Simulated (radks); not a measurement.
Q: Bi III, 81 electrons, occupied as [Hg] 6p1. Method: scalar-relativistic Kohn-Sham, SOGGA, spin-unpolarised, spherical densities, point nucleus; computed with a radial shooting solver on a logarithmic mesh with Libxc functionals. Some entries of the table are withheld. Estimate them.

orbital  occ.  eigenvalue (Ry)  <r> (bohr)
1s          2        -6664.512         (1)
2s          2        -1198.492     0.06647
2p          6              (2)     0.06055
3s          2        -290.2635      0.1716
3p          6        -240.7935      0.1738
3d         10        -191.1543      0.1575
4s          2        -67.59305      0.3771
4p          6        -51.38729         (3)
4d         10              (4)      0.4226
5s          2        -12.88296      0.8306
4f         14        -12.50521      0.4410
5p          6              (5)      0.9478
5d         10         -3.26735       1.226
6s          2         -2.25464       2.064
6p          1         -1.40409       2.612

A: 
(1) 1s <r> (bohr): 0.01579
(2) 2p eigenvalue (Ry): -1025.279
(3) 4p <r> (bohr): 0.4027
(4) 4d eigenvalue (Ry): -32.88418
(5) 5p eigenvalue (Ry): -8.32876
